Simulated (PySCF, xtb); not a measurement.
B(Me)(OH)(PH2) (CH₆BOP), SMILES OB(P)C.

xtb with GFN2-xTB at its own geometry gives an orbital gap of 4.34 eV and a dipole moment of 3.42 D.

The structure is a stationary point at r2SCAN-D4/def2-SVP. Other conformers were not sampled.

Question: What does r2SCAN/def2-TZVP (PySCF) give? (The exact figures need the calculation; the answer reports its results.)

Answer: gap 5.45 eV (levels -6.19 and -0.74 eV), dipole 2.45 D.
